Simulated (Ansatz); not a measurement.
Si8Ge8H26, an alloyed nanocrystal cut from the lattice of germanium (8 Si, random), relaxed as a singlet with RKS r2SCAN-D4/def2-SVP in Ansatz, starting from the GFN2-xTB geometry. Force threshold 0.03 eV/Å.

Single mean-field runs in def2-SVP are fitted with def2-universal-jkfit. Another isomer (singlet) lies 0.11 eV lower at PBE0-D4/def2-TZVP; other spin states weren't run for this one.

Start:

Cartesian coordinates in Å:
```
Ge -3.2539 1.3893 2.9316
Ge -1.3182 1.7578 -0.4443
Ge 1.7425 -0.3355 -1.3569
Ge 1.8173 -4.2146 -1.8688
Ge -3.5157 1.6947 0.5623
Ge -1.8589 3.1934 3.7198
Ge -2.0290 -0.6583 3.2801
Ge 2.9538 -2.3588 -0.8781
Si 0.2692 3.2724 2.6501
Si 0.1111 -0.6209 2.2393
Si 0.3875 -1.8698 -4.5538
Si -0.0887 3.6218 0.3548
Si 1.5808 -0.0457 -3.7098
Si 1.3336 1.2123 3.0774
Si -0.2398 -0.3345 -0.0755
Si 1.3862 -3.9487 -4.1705
H -4.6076 1.3600 3.6466
H 1.0000 4.3976 3.2613
H -1.5537 1.9196 -1.9525
H 2.5984 0.7910 -0.7533
H 0.7619 -1.9194 2.4971
H 0.0814 -1.6915 -5.9806
H -0.9340 -1.8565 -3.8953
H 0.4923 -4.3154 -1.1264
H 2.4328 -5.5449 -1.4750
H -4.3367 2.9390 0.2596
H -4.3995 0.6212 -0.0496
H -0.7775 4.8800 0.0390
H 1.1886 3.6673 -0.3698
H 0.9531 1.2609 -3.9559
H 2.9284 0.0502 -4.2958
H -2.6242 4.5017 3.6108
H -1.7407 3.1015 5.2330
H -1.9439 -0.9460 4.7708
H -2.8715 -1.8426 2.8378
H 1.5928 1.0442 4.5166
H 2.6660 1.2100 2.4543
H -1.0935 -1.3940 -0.6586
H 3.2405 -2.5661 0.6018
H 4.3708 -2.3171 -1.4319
H 0.6176 -5.0937 -4.6732
H 2.6805 -4.0121 -4.8683
```

Q: Estimate the energy that the relaxation releases and the steps that it takes.

A: 0.53 eV, in 7 steps; 39 s on 4 threads of AMD EPYC 7R13 on a shared host and a share (37 GiB) of an NVIDIA H100 80GB HBM3. The force fell under the threshold at step 4, but the optimiser went on and released 0.011 eV more. No frequencies were taken in this run, so the end may be a saddle point.

Q: Does the start keep its bonding and symmetry?

A: By distances, no bond broke or formed. The bond that changes most is Ge4–Ge8, from 2.39 to 2.42 Å (atoms count from 1).

Q: Predict the relaxed structure.

A: 
```
atom   x (Å)   y (Å)   z (Å)
 Ge1  -3.227   1.363   2.877
 Ge2  -1.409   1.699  -0.605
 Ge3   1.910  -0.253  -1.233
 Ge4   1.709  -4.150  -1.666
 Ge5  -3.576   1.667   0.494
 Ge6  -1.842   3.179   3.706
 Ge7  -2.058  -0.735   3.242
 Ge8   3.065  -2.343  -0.787
 Si9   0.263   3.167   2.571
Si10   0.048  -0.667   2.114
Si11   0.242  -1.752  -4.355
Si12  -0.094   3.492   0.270
Si13   1.591   0.012  -3.584
Si14   1.338   1.110   2.958
Si15  -0.238  -0.343  -0.194
Si16   1.362  -3.788  -3.998
 H17  -4.582   1.348   3.616
 H18   1.117   4.281   3.103
 H19  -1.593   1.887  -2.127
 H20   2.700   0.938  -0.651
 H21   0.780  -1.959   2.338
 H22  -0.061  -1.578  -5.812
 H23  -1.055  -1.759  -3.606
 H24   0.357  -4.169  -0.930
 H25   2.396  -5.508  -1.422
 H26  -4.321   2.991   0.229
 H27  -4.434   0.517  -0.069
 H28  -0.806   4.792   0.049
 H29   1.220   3.553  -0.447
 H30   0.948   1.335  -3.865
 H31   2.906  -0.032  -4.302
 H32  -2.556   4.526   3.479
 H33  -1.623   3.010   5.223
 H34  -1.846  -0.958   4.753
 H35  -2.904  -1.906   2.704
 H36   1.536   0.923   4.432
 H37   2.687   1.114   2.305
 H38  -1.002  -1.497  -0.777
 H39   3.310  -2.511   0.725
 H40   4.434  -2.350  -1.496
 H41   0.603  -4.930  -4.602
 H42   2.703  -3.716  -4.662
```
Bond lengths: 7 × Ge–Si 2.39 Å; 6 × Ge–Ge 2.42 to 2.43 Å; 6 × Si–Si 2.35 Å; 13 × H–Si 1.50 Å; 13 × Ge–H 1.54 Å.
